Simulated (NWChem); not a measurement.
Molecule: ScBrF₂; SMILES [F][Sc]([F])[Br]

Computed with NWChem. Pople sets run with spherical d functions. The geometry was optimised at PBE0/def2-SVP. Vertical excitations in the gas phase.

Task: What does the run give for B3LYP/6-31G*, full TDDFT? Quantities: lowest excitation, singlet (eV); oscillator strength of that lowest state; orbital gap (eV).

Result: 
```json
{
 "lowest excitation, singlet (eV)": "4.07",
 "oscillator_strength_of_that_lowest_state": "0.007",
 "orbital gap (eV)": "5.12"
}
```
